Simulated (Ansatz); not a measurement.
Ideal-gas functions of ClH4OSi2 (`[SiH3]O[SiH]Cl`) radical at 800 K and 1 bar, from an Ansatz frequency run at PBE0-D4/def2-TZVP.

Molar mass 111.66 g/mol, point group C1 (symmetry number 1), electronic degeneracy 2, moments of inertia 71.096, 288.437, 349.948 u Å². Harmonic wavenumbers (cm⁻¹, unscaled): 34, 52, 87, 264, 521, 615, 687, 723, 728, 776, 953, 954, 972, 1112, 2168, 2235, 2244, 2253.

Use S(trans) = R[1.5 ln M + 2.5 ln T − 1.1517]; rotational temperatures θ = 24.2544 K / I; S(rot) = R[ln(√π/σ · √(T³/θAθBθC)) + 1.5]; for each mode x = 1.438777 ν̃/T, S = R[x/(eˣ − 1) − ln(1 − e⁻ˣ)] and H = RT x/(eˣ − 1); 1 cm⁻¹ = 0.0119627 kJ/mol; R = 8.31446 J/(mol·K).

Question: By hand: the entropy, in J/(mol·K).

Answer: Translation 188.2. Rotation: θ = 0.3411, 0.0841, 0.0693 K, giving 126.5. Vibration, mode by mode: 31.55, 28.02, 23.75, 14.59, 9.15, 7.89, 7.07, 6.69, 6.64, 6.19, 4.78, 4.78, 4.65, 3.81, 0.84, 0.76, 0.75, 0.74, in all 162.7. Electronic 5.8. Sum 483.2 J/(mol·K).

Question: By hand: H − E and G − E in kJ/mol, counted from the electronic energy.

Answer: Zero-point energy ½ × 17378 × 0.0119627 = 103.9; thermal vibration 56.2; translation, rotation and pV give 4 RT = 26.6. H − E = 186.7 kJ/mol, and G − E = 186.7 − 800 × 483.2/1000 = -199.9 kJ/mol.

Vibration gives 34 % of the entropy, 83.3 J/(mol·K) of it from the modes under 150 cm⁻¹: soft modes count most, and the harmonic formula is weakest for them. The sum counts one conformer and one mirror image; others add a mixing term.
